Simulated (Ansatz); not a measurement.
Reactions of C$_{2}$H$_{5}$NSe, SMILES `CN=C[SeH]`.

Gas-phase electronic energies from Ansatz, PBE0-D4/def2-TZVP geometries. CBS: MP2 limit from def2 TZ/QZ plus the TZ coupled-cluster correction, frozen cores. This one scheme is used for every species, atoms too. Double bonds are as drawn, so ΔE can hold a change between cis and trans. Open shells (•) are unrestricted, without spin–orbit coupling. Spin–orbit coupling would lower the free atoms: a little for C; clearly for Se. For Br, Se outer-core shells are correlated without core-valence functions, so the limit isn't a true one: a few kJ/mol of doubt a bond, and 10 to 20 or more in all where bonds break to atoms. Scalar relativity is left out up to krypton. One conformer a species, not always the lowest.

```json
{"reaction": "`C/N=C/[SeH]` + `C#CF` → `FC#C[SeH]` + `C=NC`", "CCSD(T)/CBS(def2) (kcal/mol)": "4.9"}
{"reaction": "`C/N=C/[SeH]` + `O[SiH2][AlH2]` → `C/N=C\\[Se][AlH2]` + `O[SiH3]`", "CCSD(T)/CBS(def2) (kcal/mol)": "-32.3"}
{"reaction": "`C/N=C/[SeH]` → `[CH2]` (triplet) + `N=C[SeH]`", "CCSD(T)/CBS(def2) (kcal/mol)": "100.1"}
{"reaction": "`C/N=C/[SeH]` + CH₃NH₂ → `C/N=C/NC` + H₂Se", "CCSD(T)/CBS(def2) (kcal/mol)": "?"}
{"reaction": "`C/N=C/[SeH]` + HBr → `C/N=C\\Br` + H₂Se", "CCSD(T)/CBS(def2) (kcal/mol)": "?"}
{"reaction": "`C/N=C/[SeH]` + H₂Se → `[SeH][SeH]` + `C=NC`", "CCSD(T)/CBS(def2) (kcal/mol)": "-6.2"}
{"reaction": "`C/N=C/[SeH]` + `O[Si]([SiH3])(Cl)Cl` → `CO[Si]([SiH3])(Cl)Cl` + `N=C[SeH]`", "CCSD(T)/CBS(def2) (kcal/mol)": "8.1"}
{"reaction": "`C/N=C/[SeH]` → 2 C• + 5 H• + N• + Se•", "CCSD(T)/CBS(def2) (kcal/mol)": "?"}
{"reaction": "`C/N=C/[SeH]` + `[SiH3]N[SiH3]` → `[SiH3]N[SiH2][SeH]` + `C=NC`", "CCSD(T)/CBS(def2) (kcal/mol)": "-24.2"}
```

Question: Fill in the missing values. (An estimate is asked.)

Answer: The calculation gave: `C/N=C/[SeH]` + CH₃NH₂ → `C/N=C/NC` + H₂Se: -8.7 kcal/mol; `C/N=C/[SeH]` + HBr → `C/N=C\Br` + H₂Se: -0.3 kcal/mol; `C/N=C/[SeH]` → 2 C• + 5 H• + N• + Se•: +774.3 kcal/mol.

Largest T1 diagnostic: 0.013, for `C#CF`.
